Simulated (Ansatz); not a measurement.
Cost and result up the ladder for (AgOH)2 ring (Ag2O2H2) (6 atoms). Total charge 0; singlet. Geometry: PBE-D4/def2-SVP.

```xyz
6

Ag   -1.018   -0.886   -0.433
O     0.732   -1.352    0.890
Ag    0.781    0.887    0.782
O    -1.093    1.354   -0.357
H     1.460   -1.722    0.352
H    -0.861    1.719   -1.234
```

Ansatz on 4 threads of Arm Neoverse V1 on a shared host. Times are rough, and most runs start from the orbitals of an earlier one. ωB97M-V/def2-TZVP serves as the yardstick here, not as an exact answer. Differences are given only for rows in sets of like size (and for xTB, whose basis is part of the method), since another set adds its own error. Binding counts from free atoms at the same level (Ag doublet, O triplet, H doublet; other spins of the atoms weren't run), without zero-point energy or a counterpoise term.

In the def2 sets Ag takes a core potential; there is no spin–orbit coupling. LC-ωPBE has ω = 0.4 bohr⁻¹. Correlated methods freeze 2 core orbitals; core or outer-core shells of Ag are correlated, in sets that lack core-valence functions.

Correlated methods converge slowly with the basis.

| level | functions | wall time |
| --- | --- | --- |
| LDA (SPW92)/def2-TZVP | 154 | 0.8 s |
| PBE-D4/def2-SVP | 100 | 0.9 s |
| PBE0-D4/def2-SVP | 100 | 1.1 s |
| PBE-D4/def2-TZVP | 154 | 1.2 s |
| PBE0-D4/def2-TZVP | 154 | 1.7 s |
| LC-ωPBE/def2-TZVP | 154 | 1.7 s |
| r2SCANh-D4/def2-TZVP | 154 | 3.2 s |
| r2SCAN-D4/def2-TZVP (with forces) | 154 | 3.4 s |
| r2SCAN0-D4/def2-TZVP | 154 | 3.4 s |
| ωB97X-V/def2-TZVP | 154 | 6 s |
| B97M-V/def2-TZVP | 154 | 6.5 s |
| ωB97M-V/def2-TZVP | 154 | 7 s |
| CCSD(T)/def2-TZVP | 154 | 81 s |

Question: Estimate what each level gives for the binding energy per atom (eV).

Answer: 
```
                            level  binding energy per atom (eV)  difference from ωB97M-V/def2-TZVP (eV)
            LDA (SPW92)/def2-TZVP                          3.19                                    0.51
                  PBE-D4/def2-SVP                          2.72                                       –
                 PBE0-D4/def2-SVP                          2.54                                       –
                 PBE-D4/def2-TZVP                          2.69                                    0.02
                PBE0-D4/def2-TZVP                          2.53                                   -0.14
                LC-ωPBE/def2-TZVP                          2.62                                   -0.06
             r2SCANh-D4/def2-TZVP                          2.57                                   -0.10
r2SCAN-D4/def2-TZVP (with forces)                          2.63                                   -0.04
             r2SCAN0-D4/def2-TZVP                          2.49                                   -0.18
                ωB97X-V/def2-TZVP                          2.64                                   -0.03
                 B97M-V/def2-TZVP                          2.58                                   -0.09
                ωB97M-V/def2-TZVP                          2.67                                    0.00
                CCSD(T)/def2-TZVP                          2.54                                   -0.13
```
